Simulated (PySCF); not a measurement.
**Choosing a basis for TDDFT**

Species: C3H7BO2.
Bonds: C1–B2, B2–O3, O3–C4, C4–C5, C5–O6, B2–O6. Hydrogens: H7, H8, H9 on C1; H10, H11 on C4; H12, H13 on C5.

TDDFT with PBE0 (PySCF), vertical singlets, core orbitals frozen in the response, spherical d and f functions. Isolated species at its PBE0-D3(BJ)/def2-SVP geometry, gas phase.

How do the low singlets change with the basis? Take def2-SVP, 6-31+G*, aug-cc-pVDZ, def2-TZVP and def2-TZVPD.

| basis | functions | diffuse | S1 (eV) | S2 (eV) | S3 (eV) | S4 (eV) | S5 (eV) | LUMO (eV) | α (au) |
| --- | --- | --- | --- | --- | --- | --- | --- | --- | --- |
| def2-SVP | 119 | no | 7.93 | 8.14 | 8.92 | 9.32 | 9.42 | 1.54 | 46.6 |
| 6-31+G* | 122 | yes | 6.88 | 7.33 | 7.61 | 7.87 | 8.12 | 0.14 | 51.0 |
| aug-cc-pVDZ | 201 | yes | 6.67 | 7.17 | 7.31 | 7.54 | 7.91 | -0.09 | 55.6 |
| def2-TZVP | 228 | no | 7.32 | 7.93 | 8.18 | 8.93 | 8.95 | 0.84 | 53.1 |
| def2-TZVPD | 291 | yes | 6.80 | 7.44 | 7.70 | 7.93 | 8.29 | 0.09 | 55.4 |

States are compared by their number. Against the largest diffuse basis here (def2-TZVPD, itself not a converged limit), sets without diffuse functions differ by up to 1.12 eV in S1 and 1.13 eV in S5; the smaller diffuse sets differ by up to 0.14 and 0.38 eV. Every set without diffuse functions puts S1 more than 0.3 eV higher, so even the lowest state needs them here. State by state, the largest deviation of a set without diffuse functions is S1 1.12, S2 0.69, S3 1.22, S4 1.39, S5 1.13 eV. The same number needn't mean the same state in each row. Against def2-TZVPD the polarisability deviates by -16% in def2-SVP, -8% in 6-31+G*, 0% in aug-cc-pVDZ, -4% in def2-TZVP. A single + in a Pople set puts diffuse functions on heavy atoms only.

Without π bonds the low states are Rydberg-like; a valence basis with one diffuse set may place them up to an eV too high.
